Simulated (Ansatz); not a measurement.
Conformers of Cl3H3SSi2, SMILES `Cl[SiH2]S[SiH](Cl)Cl`, each relaxed with PBE0-D4/def2-TZVP in Ansatz. CBS adds the triple-zeta coupled-cluster correction to the MP2 limit.

Not all of them had a frequency check.

Conformer A:

Z-matrix (Å, degrees):
```
Si
S 1 2.135
Cl 1 2.045 2 112.5
H 1 1.475 2 111.3 3 -121.2
H 1 1.478 2 103.9 3 117.9
Si 2 2.119 1 102.7 3 57.6
Cl 6 2.036 2 111.8 1 -85.0
Cl 6 2.041 2 112.0 1 36.8
H 6 1.473 2 107.2 1 156.4
```

Conformer B:

```xyz
9

Cl    1.587   -1.671   -1.431
Si   -0.279   -0.833   -1.429
S    -1.142   -0.755    0.522
Si   -0.026    0.760    1.493
Cl    1.882    0.178    1.900
Cl    0.061    2.476    0.391
H    -0.170    0.517   -2.015
H    -1.193   -1.709   -2.190
H    -0.721    1.038    2.760
```

Q: Which is lowest in electronic energy at CCSD(T)/CBS (frozen core, def2 sets), and by how much? (Estimate.)

A: Computed: A; B lies 1.0 kJ/mol higher. Gaps under about 2 kJ/mol don't settle the order.

Q: Give the energies relative to A (kJ/mol) with PBE-D4/def2-TZVPP, r2SCAN-D4/def2-TZVPP, ωB97M-V/def2-TZVPP, PBE/def2-TZVPP, MP2/def2-TZVPP, SCS-MP2/def2-QZVPP, MP2/CBS(def2). (Estimate.)

A: Ansatz gave: 
| level | B |
| --- | --- |
| PBE-D4/def2-TZVPP | 0.5 |
| r2SCAN-D4/def2-TZVPP | 0.8 |
| ωB97M-V/def2-TZVPP | 1.2 |
| PBE/def2-TZVPP | -0.5 |
| MP2/def2-TZVPP | 1.3 |
| SCS-MP2/def2-QZVPP | 0.9 |
| MP2/CBS(def2) | 1.5 |
